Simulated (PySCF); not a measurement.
**A thermochemical cycle for RbSb**

PBE in PySCF with def2-SVP on every atom (core potentials on Rb, Sb), for the lowest determinant that a PBE0 search found; no spin–orbit coupling. RbSb, a triplet (π ↑↑), has De = 1.18 eV to neutral atoms, and RbSb⁺, a quartet (σ ↑, π ↑↑), has De = 0.16 eV to Rb⁺ + Sb.

At the same level the Rb atom ionises at 4.28 eV.

Question: What is the adiabatic ionisation energy of the molecule, and does ionisation strengthen or weaken the bond?

Answer: IE = IE(Rb) + De(neutral) − De(ion) = 4.28 + 1.18 − 0.16 = 5.30 eV. De changes by -1.02 eV, so ionisation weakens the bond.

Weak bonds: RbSb⁺. Basis-set superposition, not corrected here, can be much of De in a small basis, most of all at correlated wavefunction levels. Spin–orbit coupling is left out, which matters for elements this heavy, above all for dissociation energies. For an ion De counts to the pair picked by the measured ionisation energies or electron affinities, which need not be the lowest pair at this level. States were picked by a PBE0 search and need not be the measured ground states.
